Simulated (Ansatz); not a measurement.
Basis-set extrapolation for C8H14 (`C#CCCCCCC`) (PBE0-D4/def2-TZVP geometry, frozen core, Ansatz 0.2.0). Multiplicity 1, RHF reference.

```tsv
	def2-TZVPP	def2-QZVPP
HF	-311.153061	-311.167173
MP2 correlation	-1.351435	-1.435692
CCSD(T) correlation	-1.484816	not run
```

Energies in hartree. Use E(X) = E(∞) + A·exp(−7.88·√X) for Hartree–Fock and E(X) = E(∞) + B·X^(−2.97) for correlation, with X = 3 and 4, and add CCSD(T) minus MP2 of the smaller set to the MP2 limit.

Question: What is the CCSD(T) energy at the basis-set limit?

Answer: HF limit: -311.167173 + (-0.014112) × 0.13774 = -311.16912. MP2 limit: -1.435692 + (-0.084257) × 0.74074 = -1.49810. Higher-order term: -1.484816 − (-1.351435) = -0.13338. Total: -312.80060 hartree, 427.2 kJ/mol below CCSD(T)/def2-TZVPP.
